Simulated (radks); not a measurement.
Ba4+, 52 electrons, occupied as [Kr] 4d10 5s2 5p4 (the NIST ground configuration).

Calculated with a radial shooting solver on a logarithmic mesh with Libxc functionals: scalar-relativistic Kohn-Sham, PBE, spin-unpolarised, spherical densities, finite nucleus; Fermi nuclear charge, rms radius 4.8378 fm.

Energy parts (eV):
part                      energy
total                 -221271.11
kinetic                233576.33
electron-nucleus      -533340.22
Hartree                 83832.75
exchange-correlation    -5339.97

Orbitals (lengths in bohr, moments of r in powers of bohr; <r^-3> diverges for s and p1/2; r(max) is where P^2 peaks; r(90%) holds 90 % of the orbital's charge):
\begin{tabular}{lrrrrrr}
orbital & occ. & eigenvalue (eV) & <r> & r(90%) & r(max) & <r^-3> \\ \hline
1s & 2 & -37297.38 & 0.02558 & 0.0461 & 0.01643 & - \\
2s & 2 & -5929.393 & 0.1098 & 0.170 & 0.09288 & - \\
2p & 6 & -5321.429 & 0.09619 & 0.157 & 0.07463 & 7026 \\
3s & 2 & -1283.329 & 0.2919 & 0.429 & 0.2663 & - \\
3p & 6 & -1088.384 & 0.2899 & 0.434 & 0.2606 & 1382 \\
3d & 10 & -805.2077 & 0.2665 & 0.417 & 0.2151 & 189.9 \\
4s & 2 & -283.6485 & 0.6734 & 0.968 & 0.6248 & - \\
4p & 6 & -220.7068 & 0.7146 & 1.04 & 0.6533 & 289.4 \\
4d & 10 & -129.2255 & 0.7969 & 1.20 & 0.6945 & 32.11 \\
5s & 2 & -70.2512 & 1.574 & 2.24 & 1.446 & - \\
5p & 4 & -53.9699 & 1.777 & 2.55 & 1.614 & 46.76 \\
\end{tabular}

The highest occupied level is 5p at -53.970 eV. For comparison, the ionisation energy in NIST's Atomic Spectra Database is 58 eV (theoretical). In exact Kohn-Sham theory the highest level is minus the ionisation energy, but local and semilocal functionals leave it too shallow, through self-interaction and a potential that decays too fast; potentials with the right tail come closer.

Beside tabulated values, note that spin-unpolarised runs miss the spin-polarisation part of the exchange energy of open shells.
